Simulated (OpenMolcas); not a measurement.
Ti2+ with 4 ligands (fluoride) in tetrahedral coordination (Td). A charge of +0.5 e stands 2.4 Å behind each ligand. Ligand basis ANO-RCC-VDZP.

- Program: OpenMolcas
- Method: CASSCF
- Basis: ANO-RCC-VTZP [6s5p3d2f1g]
- Scalar Hamiltonian: DKH2, point nucleus
- Active space: 2 electrons in 5 orbitals (3d)
- State averaging: 2S+1 = 3 even, 10 roots; 2S+1 = 1 even, 15 roots
- Spin-orbit coupling: state interaction with AMFI integrals over the reference wave functions

All ligands move together. At R = 1.94 Å the first state of the same spin is 5664 cm-1, and at R = 2.04 Å it is 4653 cm-1.

**Question.** A third run gives 3629 cm-1. What distance was it run at?

**Answer.** With a power law R^-n the two known points give n = -ln(4653 / 5664) / ln(2.04 / 1.94) = 3.91. Then R = 1.94 × (5664 / 3629)^(1/3.91) = 2.174 Å. The run was at 2.16 Å, so the estimate is off by +0.014 Å.

Without dynamic correlation the repulsion within the d shell is too large (B by tens of per cent), so at a given field states of lower spin stand too high. Ligand-to-metal charge-transfer states are missing. With no ligand orbital active B as a rule stays too high, so bands that hang on it stand too high and its fall with covalency is understated. With metal d orbitals alone and no dynamic correlation the field as a rule comes out too small, by tens of per cent, by up to half for chloride and softer ligands. No measured value stands beside these numbers; the geometry is a model, was not optimised and need not be the one that this ion takes.
